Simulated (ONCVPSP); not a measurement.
In: excitation energies, all-electron against ONCV

In, optimised norm-conserving Vanderbilt (ONCV), made with ONCVPSP 4.0.1 (PBEsol, scalar-relativistic). Core [Kr], reference 4d10 5s2 (charge +1). Waves: 5s: rc 2.00 bohr, ncon 4, nbas 7, qcut 2.9 1/bohr, 3 projectors, debl 1 Ha; p scattering state at 0.2 Ha: rc 2.15 bohr, ncon 4, nbas 8, qcut 4 1/bohr, 1 projector; 4d: rc 1.35 bohr, ncon 4, nbas 9, qcut 13.3 1/bohr, local. Local part: the d channel. Core correction: Teter function fitted to the true core (icmod 2), fcfact 0.2.

In the p channel the program set the typed energies aside and used 0.050 Ha.

Energies are relative to the spin-unpolarised reference configuration 4d10 5s2; without spin polarisation the order of configurations can differ from experiment.

```tsv
valence configuration	charge	ΔE all-electron (eV)	error AE − PS (meV)
4d10 5s2 5p1	0	-5.361	+17
4d10 5s1	+2	19.279	-8.6
4d10 5s0	+3	47.545	-34
```

**Question.** What are ΔE and the potential's error for 4d10 5s0 5p3?

**Answer.** ΔE = 6.652 eV all-electron; the error (AE − PS) is +35 meV.

Note: ghosts flagged at negative energy: s at -138.8 eV, s at -93.5 eV, p at -67.5 eV; GHOST(+) flagged for s at 260.1 eV. A true bound ghost makes a file unfit for plane-wave use.
